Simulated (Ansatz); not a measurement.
`Cl[Si](Cl)(Cl)[SeH]` + `[Cl][SnH3]` → `[Cl][SnH2][SeH]` + trichlorosilane at 400 K and 1 bar (formal exchange of groups at the Se–Si bond).

Gas-phase electronic energies from Ansatz, PBE0-D4/def2-TZVP geometries. CBS: MP2 limit from def2 TZ/QZ plus the TZ coupled-cluster correction, frozen cores. This one scheme is used for every species. def2 core potentials past Kr. For Se, Sn outer-core shells are correlated without core-valence functions, which leaves a few kJ/mol of doubt a bond. Scalar relativity is left out up to krypton. Each species was taken in one conformer, which may not be the lowest.

| species | CCSD(T)/CBS energy (Eh) | H − E (kJ/mol) | S (J/(mol·K)) |
| --- | --- | --- | --- |
| `Cl[Si](Cl)(Cl)[SeH]` | -4069.90520 | 70.4 | 411.4 |
| `[Cl][SnH3]` | -675.62576 | 75.7 | 295.2 |
| `[Cl][SnH2][SeH]` | -3076.37402 | 87.9 | 374.8 |
| `Cl[SiH](Cl)Cl` | -1669.16736 | 61.5 | 337.8 |

H − E and S are ideal-gas, rigid-rotor, harmonic terms from PBE0-D4/def2-TZVP, for one conformer and one mirror image of each species. 1 Eh = 2625.50 kJ/mol, R = 8.31446 J/(mol·K).

Problem. By hand: ΔE, ΔH, ΔS and ΔG.

Solution. ΔE = (-3076.37402) + (-1669.16736) − (-4069.90520) − (-675.62576) = -0.01042 Eh = -27.4 kJ/mol. Δ(H − E) = 87.9 + 61.5 − 70.4 − 75.7 = 3.3, so ΔH = -24.1 kJ/mol. ΔS = 374.8 + 337.8 − 411.4 − 295.2 = 6.0 J/(mol·K). ΔG = -24.1 − 400 × (6.0)/1000 = -26.5 kJ/mol.

Problem. By hand: the equilibrium constant, and the temperature at which ΔG would vanish if ΔH and ΔS stayed fixed.

Solution. log₁₀ K = −ΔG/(RT ln 10) = 3.5. ΔH and −TΔS have one sign here, so there is no such temperature.

The number of gas molecules stays the same, so ΔS is small and ΔH decides. A doubt of 5 kJ/mol in ΔE shifts log₁₀ K by 0.7 here. Other conformers and mirror images would add mixing entropy, several J/(mol·K) or more a flexible species. These are equilibria of isolated gas molecules and say nothing of rates. Largest T1 diagnostic: 0.012 (customary marks: 0.02 for closed shells, 0.045 for open ones).

ΔS is within the doubt of such terms, so its sign, and with it that verdict, could turn.
